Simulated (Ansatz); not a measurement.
The cluster CdSe2⁻, relaxed as a doublet with UKS PBE0-D4/def2-TZVPD in Ansatz, starting from the GFN1-xTB geometry. Force threshold 0.02 eV/Å.

In the def2 sets Cd takes a core potential; there is no spin–orbit coupling. Another isomer (doublet) lies 0.51 eV lower at PBE0-D4/def2-TZVPD; other spin states weren't run for this one.

Start:

Cartesian coordinates in Å:
```
Cd 0.019 -1.354 1.422
Se 1.081 0.433 -0.958
Se -1.100 0.921 -0.464
```

```tsv
step	energy (eV)	largest force component (eV/Å)	SCF passes
1	-135251.7859	0.337	18
2	-135251.7941	0.086	25
3	-135251.7963	0.028	26
4	-135251.7968	0.003	26
```

Force components are those of the run's own axes.

End:

Cartesian coordinates in Å:
```
Cd 0.019 -1.395 1.464
Se 1.070 0.456 -0.976
Se -1.089 0.939 -0.488
```

By distances, no bond broke or formed. The bond that changes most is Cd1–Se3, from 3.16 to 3.24 Å (atoms count from 1).

No frequencies were taken in this run, so the end may be a saddle point.

Hardware: 4 threads of Arm Neoverse V1 on a shared host. Wall time 18 s.
